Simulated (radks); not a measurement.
Question: Successive ionisation energies (eV) of one element, from differences of total energies of ions in their ground configurations, starting at charge 8: 234.27, 270.94, 309.11, 348.62, 389.34, 449.06, 494.74, 541.58. Method: scalar-relativistic Kohn-Sham, SCAN, spin-polarised, spherical densities, finite nucleus; open shells are filled with parallel spins first; meta-GGA in the generalised Kohn-Sham scheme; Fermi nuclear charge, rms radius 4.1884 fm; computed with a radial shooting solver on a logarithmic mesh with Libxc functionals. Which element is it?

Answer: Krypton (Z = 36). The first species listed is Kr8+ in [Ar] 3d10, the last Kr15+ in [Ar] 3d3.
